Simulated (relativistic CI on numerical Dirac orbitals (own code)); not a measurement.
**Co4+ in a cubic cluster: 1s photoemission with charge transfer**

Computed with a charge-transfer multiplet model of a cubic metal-ligand cluster with up to 3 ligand holes, Slater and spin-orbit integrals from Dirac-Coulomb-Breit ions, Slater integrals scaled by 0.8. The ground state mixes d5 with configurations of k ligand holes L, whose averages lie at kΔ + k(k − 1)U_dd/2; a core hole lowers each added d electron by U_cd. 300 K, Lorentzian 1.1 eV and Gaussian 0.6 eV FWHM.

Atomic integrals in eV (Slater integrals scaled, ζ unscaled), ground: F2dd 10.866, F4dd 6.824, zeta_d 0.080; with the core hole: F2dd 12.134, F4dd 7.648, zeta_d 0.111, G2cd 0.073.

Cluster parameters (eV): Δ = 1.6, U_cd = 7.8, 10Dq = 0.55, 10Dq(ligand) = 1, V(eg) = 3.45, V(t2g) = -1.77, final-state hopping factor = 0.8.

```tsv
Case	n_d	d5	d6L	d7L2	d8L3	S
U_dd = 5 eV	5.57	0.51	0.41	0.07	0.00	2.49
U_dd = 6.4 eV	5.54	0.53	0.40	0.06	0.00	2.50
U_dd = 7.1 eV	5.52	0.54	0.40	0.06	0.00	2.50
```

Weights, n_d and S are thermal averages at 300 K. Binding energies count from the first peak over 30 % of the highest in each spectrum, which can be another peak from case to case. The parameters are a model scan and need not match a compound or its usual spin state. Peaks in eV (height, largest 100):
- U_dd = 5 eV: 0.0 (100), 3.3 (8), 7.5 (36), 13.6 (7)
- U_dd = 6.4 eV: 0.0 (100), 7.8 (29)
- U_dd = 7.1 eV: 0.0 (100), 8.0 (26)

Curve for U_dd = 6.4 eV (points under 2 left out, the grid thinned):

(E (eV), Intensity): (-4.3, 2.1), (-3.9, 2.5), (-3.5, 3.1), (-3.1, 3.9), (-2.7, 5.1), (-2.3, 7.0), (-1.9, 10.2), (-1.5, 16.1), (-1.2, 24.3), (-0.8, 45.7), (-0.4, 80.9), (0.0, 100.0), (0.4, 74.7), (0.8, 40.8), (1.2, 22.0), (1.6, 13.4), (2.0, 9.1), (2.4, 6.9), (2.8, 6.0), (3.2, 5.7), (3.6, 5.2), (4.0, 4.2), (4.3, 3.6), (4.7, 3.1), (5.1, 3.1), (5.5, 3.3), (5.9, 4.0), (6.3, 5.6), (6.7, 8.9), (7.1, 15.1), (7.5, 24.2), (7.9, 28.5), (8.3, 21.3), (8.7, 12.2), (9.1, 7.6), (9.5, 5.6), (9.9, 4.1), (10.2, 3.3), (10.6, 2.6), (11.0, 2.1), (13.1, 2.6), (13.5, 4.2), (13.9, 5.0), (14.3, 3.8), (14.7, 2.2)

For the case U_dd = 6.4 eV, Δ = 1.6 eV is smaller than U_dd = 6.4 eV, the charge-transfer side of the Zaanen-Sawatzky-Allen scheme. With the core hole the average of the configuration with one ligand hole lies at Δ − U_cd = -6.2 eV before mixing: it lies below the unscreened one, so the lowest final states are mostly screened and the unscreened weight appears at higher binding energy as a satellite.
